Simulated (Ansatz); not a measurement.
CF$_{2}$InN, SMILES `N#[C][In]([F])[F]`, 5 atoms. Total charge 0; spin multiplicity 1. Correlated methods include outer-core shells of In, which these sets cover unevenly. In: def2 effective core potential. All runs use 2 threads of a server CPU on a shared host. Correlated methods freeze the cores.

Q: How many basis functions does each run have, and how long does it take in Ansatz? RKS r2SCAN0-D4/def2-TZVPP energy; RKS ωB97M-V/def2-QZVPP energy; RHF-MP2/def2-QZVPP energy; RKS PBE0-D4/def2-TZVP frequencies; RKS PBE0-D4/def2-QZVPP energy; RKS B97M-V/def2-TZVPP energy; RKS r2SCAN-D4/def2-TZVPP energy and forces; RKS PBE0-D4/def2-TZVP relaxation (5 steps); RHF-CCSD(T)/def2-TZVPP energy; direct RPA on PBE orbitals/def2-TZVPP energy; RKS PBE-D4/def2-TZVPP energy and forces; RKS ωB97M-V/def2-SVP energy. (Estimate.)

A: The calculation gave: Other jobs shared the machine, so times are rough.

| level | job | functions | wall time | peak host memory (GiB) |
| --- | --- | --- | --- | --- |
| RKS PBE-D4/def2-TZVPP | energy and forces | 174 | 2.8 s | 0.18 |
| RKS r2SCAN-D4/def2-TZVPP | energy and forces | 174 | 5.5 s | 0.2 |
| RKS r2SCAN0-D4/def2-TZVPP | energy | 174 | 6.5 s | 0.36 |
| direct RPA on PBE orbitals/def2-TZVPP | energy | 174 | 7 s | 0.36 |
| RKS ωB97M-V/def2-SVP | energy | 82 | 7.5 s | 0.23 |
| RKS PBE0-D4/def2-QZVPP | energy | 310 | 8 s | 0.72 |
| RKS B97M-V/def2-TZVPP | energy | 174 | 9 s | 0.25 |
| RHF-MP2/def2-QZVPP | energy | 310 | 16 s | 0.99 |
| RKS ωB97M-V/def2-QZVPP | energy | 310 | 19 s | 0.87 |
| RKS PBE0-D4/def2-TZVP | relaxation (5 steps) | 174 | 29 s | 0.37 |
| RKS PBE0-D4/def2-TZVP | frequencies | 174 | 110 s | 0.38 |
| RHF-CCSD(T)/def2-TZVPP | energy | 174 | 2.3 min | 1.9 |
